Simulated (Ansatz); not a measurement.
CH6FNOSi2 (`N=C[Si](O)(F)[SiH3]`), relaxed with RKS PBE0-D4/def2-TZVP in Ansatz 0.2.0 from a PBE-D4/def2-SVP geometry. The force threshold is 0.005 eV/Å; the program also tests the step.

Charge 0, multiplicity 1.

Start:

```xyz
12

N    -1.186   -1.969    0.730
C    -1.308   -0.697    0.571
Si   -0.048   -0.009   -0.700
O     0.795   -1.382   -1.109
F    -0.917    0.579   -1.970
Si    1.347    1.727    0.031
H    -1.879   -2.361    1.394
H    -2.077   -0.086    1.102
H     0.327   -2.126   -0.647
H     0.515    2.923    0.411
H     2.309    2.123   -1.056
H     2.121    1.277    1.242
```

(1) By how much does the energy fall, and how many steps does the optimiser take? (An estimate is asked.)

(2) Which bonds change most? (Best estimate.)

(3) Give the relaxed structure. (Estimate.)

Results:

(1) Ansatz gave: 2.38 kcal/mol, in 10 steps, 1 of them rejected.

(2) Computed: Si3–F5 from 1.647 to 1.602 Å; Si3–O4 from 1.662 to 1.628 Å; O4–H9 from 0.993 to 0.969 Å; C2–Si3 from 1.917 to 1.895 Å.

(3) The calculation gave: 
```xyz
12

N    -1.183   -1.933    0.799
C    -1.310   -0.693    0.553
Si   -0.066   -0.021   -0.710
O     0.794   -1.332   -1.150
F    -0.921    0.558   -1.934
Si    1.329    1.700    0.044
H    -1.872   -2.280    1.468
H    -2.084   -0.077    1.029
H     0.431   -2.131   -0.737
H     0.513    2.883    0.428
H     2.282    2.092   -1.026
H     2.086    1.234    1.236
```
